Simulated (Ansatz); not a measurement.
Computed with Ansatz on PBE0-D4/def2-TZVP structures; ΔE is electronic, products minus reactants. CCSD(T)/CBS adds triple-zeta CCSD(T) − MP2 to the extrapolated MP2 energy (def2 sets, frozen cores). This one scheme is used for every species, atoms too. DFT in def2-TZVPP. HSE06 is defined as in plane-wave codes. No spin–orbit coupling; open shells (•) take unrestricted orbitals. Spin–orbit coupling would lower the free atoms: a little for C; strongly for Te. def2 core potentials past Kr. Bonds to Te are less sure, by a few kJ/mol each and by 10 to 20 or more in all where they break to atoms, as the def2 sets lack core-valence functions. Each species was taken in one conformer, which may not be the lowest.

`C=CC[Te]`• → 3 C• + 5 H• + Te•  (atomization)

`C=CC[Te]`•:

Z-matrix (Å, degrees):
```
C
C 1 1.480
Te 1 2.164 2 107.2
H 1 1.088 2 112.8 3 119.3
H 1 1.091 2 112.5 3 -115.5
C 2 1.329 1 124.2 3 -104.9
H 2 1.087 1 116.1 3 73.2
H 6 1.083 2 121.4 1 179.2
H 6 1.085 2 121.5 1 -1.0
```

| level | ΔE (kJ/mol) | difference from CCSD(T)/CBS |
| --- | --- | --- |
| LDA (SPW92) | 3879.1 | 492.5 |
| B97M-V | 3391.3 | 4.7 |
| B2PLYP | 3353.5 | -33.1 |
| r2SCAN | 3391.1 | 4.5 |
| PBE0 | 3401.5 | 14.9 |
| HSE06 | 3405.0 | 18.4 |
| MP2/def2-SVP | 3248.2 | -138.4 |
| MP2/def2-TZVPP | 3345.7 | -40.9 |
| SCS-MP2/def2-QZVPP | 3381.3 | -5.3 |
| CCSD/CBS(def2) | 3331.7 | -54.9 |
| CCSD(T)/CBS | 3386.6 | 0 |

Largest T1 diagnostic among the species: 0.013.

From PBE to PBE0 (25 % exact exchange), in def2-TZVPP and without D4, ΔE moves by −58.0 kJ/mol: exact exchange takes away binding that semilocal exchange gives to molecules. At CCSD(T), def2-SVP lies −162.9 kJ/mol from the extrapolated value and def2-TZVPP −85.0 kJ/mol: correlation converges slowly with the basis, and small sets miss more of it in the bonded molecule than in its fragments.

For atomizations the MP2-based limit and the directly extrapolated one differ by several kJ/mol either way, and by 10 to 25 for some Ge, Se and Sn compounds, so smaller differences from it don't rank the levels.
